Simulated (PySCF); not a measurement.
**Li (lithium, neutral) across methods**

[He] 2p1, 2P determinant (an excited configuration). Computed with PySCF 2.14 in aug-cc-pCVQZ (9s8p6d4f2g, 109 functions), with the non-relativistic Hamiltonian (point nucleus).

```tsv
method	E (hartree)	mean ε 1s α (eV)	mean ε 1s β (eV)	mean ε 2p α (eV)	Σ⟨r²⟩ (bohr²)	⟨S²⟩
LDA	-7.2852	-52.197	-52.116	-1.867	26.67	0.750
PBE	-7.4049	-52.913	-52.818	-1.949	25.83	0.750
wB97X	-7.4182	-59.491	-59.495	-3.579	27.48	0.750
r2SCAN	-7.4206	-54.537	-54.492	-1.930	26.18	0.750
PBE0	-7.4069	-57.064	-56.983	-2.408	26.17	0.750
wB97X-V	-7.4130	-59.456	-59.403	-3.608	26.25	0.750
UHF	-7.36505	-68.881	-68.846	-3.502	28.72	0.750
```

Estimate the same row for LC-wPBE.

E (hartree) = -7.4043; mean ε 1s α (eV) = -58.902; mean ε 1s β (eV) = -58.828; mean ε 2p α (eV) = -3.780; Σ⟨r²⟩ (bohr²) = 26.07; ⟨S²⟩ = 0.750.
